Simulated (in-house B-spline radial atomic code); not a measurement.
**Ionising Sn⁸⁺ with different functionals**

Computed with an all-electron radial atomic-structure program (B-spline basis): four-component Dirac-Coulomb Hamiltonian, Fermi nucleus of rms radius 4.6519 fm, spin-restricted, spherical fractional occupations for the functionals, and exact exchange of hybrids averaged over the configuration. The ionisation energy is the difference of two self-consistent energies, [Kr] 4d6 → [Kr] 4d5, without Breit or QED terms; ε is the level of the shell that loses the electron (mean over j). The electron is taken from both j subshells in proportion to 2j + 1, so the result is a j average, not the step between ground levels.

| method | rung | ΔSCF (eV) | -ε(4d) (eV) |
| --- | --- | --- | --- |
| PBE0 | global hybrid | ? | ? |
| B3LYP | global hybrid | 160.40 | 151.65 |
| wB97X | range-separated hybrid | 160.20 | 154.57 |
| HSE06 | range-separated hybrid | ? | ? |

(1) What does HSE06 give?

(2) What does PBE0 give?

(3) Among the functionals, which spreads more, the ΔSCF values or the orbital energies?

(4) How do they compare with the NIST value?

Results:

(1) ΔSCF 160.38 eV, and -ε(4d) = 151.84 eV.

(2) ΔSCF 160.43 eV, and -ε(4d) = 152.30 eV.

(3) The orbital energies: ΔSCF values span about 0.23 eV and the orbital energies 2.92 eV; here energy differences depend much less on the functional than eigenvalues do.

(4) NIST lists 156 eV ± 2.2 (tabulated theory, ground level to ground level). Errors run from +4.20 to +4.43 eV. The correlated functionals all miss on the same side by more than they spread, so the cause is common to them (Breit-QED terms, spin polarisation, the choice among j levels, multiplet and fine-structure energies, or a listed next ion that isn't the cheapest removal here) and closeness doesn't rank the functionals.
